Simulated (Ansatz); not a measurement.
Consider the substitution at a C–Si bond: `NC([SiH3])[SiH3]` + CH₃NH₂ → `CNC(N)[SiH3]` + SiH₄.

Computed with Ansatz on PBE0-D4/def2-TZVP structures; ΔE is electronic, products minus reactants. CBS: MP2 limit from def2 TZ/QZ plus the TZ coupled-cluster correction, frozen cores. This one scheme is used for every species. DFT in def2-TZVPP. One conformer a species, not always the lowest.

`NC([SiH3])[SiH3]`:

Cartesian coordinates in Å:
```
N -0.176 -0.001 -1.676
C 0.166 -0.437 -0.311
Si -1.324 -0.484 0.848
Si 1.579 0.635 0.324
H -0.504 0.957 -1.675
H -0.921 -0.567 -2.066
H 0.583 -1.451 -0.367
H -1.007 -1.066 2.181
H -2.400 -1.294 0.208
H -1.840 0.900 1.035
H 2.805 0.441 -0.491
H 1.168 2.064 0.243
H 1.869 0.303 1.745
```

CH₃NH₂:

Cartesian coordinates in Å:
```
C 0.074 -0.424 0.371
N -0.431 0.616 -0.509
H 1.167 -0.543 0.381
H -0.363 -1.384 0.085
H -0.248 -0.220 1.394
H -0.153 0.440 -1.466
H -0.046 1.516 -0.255
```

`CNC(N)[SiH3]`:

Z-matrix (Å, degrees):
```
C
N 1 1.448
H 1 1.091 2 109.5
H 1 1.101 2 114.7 3 121.6
H 1 1.094 2 109.2 3 -117.5
C 2 1.462 1 114.6 3 -178.7
H 2 1.014 1 110.4 3 -53.0
Si 6 1.908 2 115.2 1 77.9
N 6 1.444 2 113.8 1 -158.5
H 6 1.097 2 105.8 1 -40.7
H 8 1.489 6 110.9 2 -42.8
H 8 1.492 6 107.0 2 74.7
H 8 1.486 6 112.8 2 -165.1
H 9 1.013 6 111.2 2 -68.4
H 9 1.015 6 110.0 2 50.2
```

SiH₄:

Z-matrix (Å, degrees):
```
Si
H 1 1.485
H 1 1.485 2 109.5
H 1 1.485 2 109.5 3 -120.0
H 1 1.485 2 109.5 3 120.0
```

Problem. Is it downhill or uphill in electronic energy at CCSD(T)/CBS, and by how much? (An estimate is asked.)

Solution. Computed: Uphill: ΔE = +10.1 kcal/mol.

Problem. What do these levels give: ωB97X-V, B2PLYP, PBE, PBE0, HF/def2-TZVPP, MP2/def2-TZVPP, CCSD/def2-TZVPP, CCSD(T)/def2-TZVPP, HF/def2-QZVPP, HF/CBS(def2), MP2/CBS(def2), CCSD/CBS(def2)? (Best estimate.)

Solution. The calculation gave: ωB97X-V 8.9, B2PLYP 9.4, PBE 9.3, PBE0 9.8, HF/def2-TZVPP 9.1, MP2/def2-TZVPP 9.9, CCSD/def2-TZVPP 9.3, CCSD(T)/def2-TZVPP 9.1, HF/def2-QZVPP 9.3, HF/CBS(def2) 9.3, MP2/CBS(def2) 10.9, CCSD/CBS(def2) 10.3 kcal/mol.

Largest T1 diagnostic among the species: 0.011.
